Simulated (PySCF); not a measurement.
Al(Cl)2(SMe) (CH₃AlCl₂S), SMILES [S](C)[Al]([Cl])[Cl]. Atoms are numbered in the order given.

```xyz
8

Al     0.0805    -0.0127     0.3784
Cl     0.1164    -0.8360     2.3113
Cl     0.9378     1.8859     0.0321
S     -0.8443    -1.1359    -1.2315
C     -0.6189    -0.0163    -2.6837
H     -0.1108     0.9264    -2.4079
H     -1.6175     0.2129    -3.1003
H     -0.0166    -0.5497    -3.4427
```
Charge 0, spin multiplicity 1.

Geometry: PBE-D3(BJ)/def2-SVP. The structure was generated by enumeration; whether it is a known compound was not checked. One conformer was computed; it need not be the lowest.

All values below come from ωB97X/def2-TZVP in PySCF.

ESP charges are fitted to the potential on shells at 1.4 to 2.0 van der Waals radii. Atomic charges (e):

```csv
atom,ESP fit,Löwdin,meta-Löwdin,Mulliken
Al1,…,-0.85,0.82,0.51
Cl2,-0.23,0.30,-0.32,-0.22
Cl3,-0.22,0.28,-0.33,-0.23
S4,-0.28,0.41,-0.20,-0.17
C5,…,-0.48,-0.36,-0.31
H6,…,0.11,0.13,0.13
H7,…,0.11,0.13,0.15
H8,…,0.11,0.13,0.15
```

**Question.** Fill in the missing entries. (An estimate is asked for; the answer gives what the named calculation found.)

**Answer.** 
- Al1, ESP fit: 0.61
- C5, ESP fit: -0.26
- H6, ESP fit: 0.09
- H7, ESP fit: 0.15
- H8, ESP fit: 0.15
